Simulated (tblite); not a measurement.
C₈H₁₄.
Geometry (GFN2-xTB, Å), atoms numbered from 1 in this order:
```
atom  x, y, z in Å
C1     1.8559   -0.5003   -0.1047
C2     1.5188    0.9155   -0.5582
C3     0.5226    1.5470    0.4085
C4    -0.6948    0.6690    0.6614
C5    -1.7752    0.5112   -0.4219
C6    -1.9012   -0.9660   -0.0218
C7    -0.5263   -0.8670    0.6657
C8     0.6121   -1.3753   -0.2180
H9     2.6522   -0.9149   -0.7262
H10    2.2085   -0.4817    0.9288
H11    2.4223    1.5275   -0.5990
H12    1.0961    0.8789   -1.5644
H13    0.1925    2.5178    0.0304
H14    1.0304    1.7189    1.3614
H15   -1.1687    0.9889    1.5935
H16   -1.3779    0.6366   -1.4267
H17   -2.6658    1.1276   -0.3140
H18   -2.7105   -1.1286    0.6877
H19   -1.9864   -1.6907   -0.8297
H20   -0.4557   -1.3149    1.6589
H21    0.8483   -2.4075    0.0500
H22    0.2925   -1.3724   -1.2623
```

Method: GFN2-xTB as coded in tblite; computed harmonic values from a numerical Hessian at the method's own geometry, unscaled. Against measured fundamentals such values can be off by several per cent, at times by over 20. One conformer, not necessarily the lowest.

Harmonic wavenumbers (cm⁻¹): 136.4, 150.5, 293.8, 345.6, 367.7, 416.4, 462.2, 613.2, 663.1, 801.4, 825.7, 834.4, 905.5, 922.8, 929.5, 979.2, 987.2, 1011.9, 1021.9, 1034.2, 1072.2, 1107.5, 1117.4, 1138.7, 1148.0, 1176.8, 1187.7, 1215.0, 1226.3, 1240.3, 1248.5, 1252.7, 1263.6, 1282.5, 1318.7, 1334.1, 1342.7, 1352.9, 1361.6, 1364.9, 1478.2, 1482.3, 1489.1, 1490.7, 1495.1, 1507.6, 2938.5, 2950.6, 2955.7, 2964.8, 2966.4, 2969.1, 2974.3, 2981.6, 2986.1, 2986.9, 2992.6, 3003.0, 3012.8, 3020.4.

A = 3293, B = 2029, C = 1512 MHz; mass 110.110 u (most abundant isotopes); point group C1, symmetry number 1.

Task: Zero-point energy?

Result: ½Σν̃ = 44550 cm⁻¹ = 127.38 kcal/mol.

Task: Entropy at 298.15 K, 1 bar (ideal gas, RRHO, classical rotation)?

Result: Translation 40.03, rotation 27.86, vibration 13.94: S = 81.8 cal/(mol K).

Task: And Cp and H(298.15 K) − H(0)?

Result: Cp = 30.61 cal/(mol K), of which vibrations give 22.66 (their classical limit is 60 R = 119.2); H(298.15 K) − H(0) = 4.98 kcal/mol without the zero-point energy, 2.61 from vibrations.

Task: Which modes carry the vibrational entropy at 298.15 K?

Result: 136.4 cm⁻¹: 2.85; 150.5 cm⁻¹: 2.67; 293.8 cm⁻¹: 1.45; 345.6 cm⁻¹: 1.19; 367.7 cm⁻¹: 1.09; 416.4 cm⁻¹: 0.90 cal/(mol K); the other 54 give 3.79 together.

Task: How do the functions run with temperature in this model?

Result: 
```
T (K)  S (cal/(mol K))  Cp (cal/(mol K))  H − H(0) (kcal/mol)  G − H(0) (kcal/mol)  ln q(vib)
  100             61.3              12.3                 0.94                -5.19       0.30
  200             72.0              19.9                 2.53               -11.87       1.30
  300             82.0              30.8                 5.04               -19.57       2.64
  500            103.6              55.0                13.69               -38.10       6.12
  800            135.3              79.7                34.23               -74.02      12.45
 1000            154.3              90.3                51.29              -103.01      16.84
```

q(vib) and H(0) count from the zero-point level.

Task: What must be added to the electronic energy to get the Gibbs energy at 298.15 K and 1 bar?

Result: ZPE + [H(298.15 K) − H(0)] − T·S = 127.38 + 4.98 − 24.40 = 107.96 kcal/mol.

Task: Blend soft modes into free rotors: weight 1/[1 + (100 cm⁻¹/ν̃)⁴] for the oscillator and the rest for a rotor with moment μB/(μ + B), μ = h/(8π²ν), B = 10⁻⁴⁴ kg m². What vibrational entropy results?

Result: 13.85 cal/(mol K) in place of 13.94, which changes −T·S at 298.15 K by +0.03 kcal/mol.

Hindered rotation and anharmonicity are outside this model. Other conformers, if any are populated, would add a mixing term that is left out. The structure is chiral; the term R ln 2 for an equal mix with its mirror image is left out.
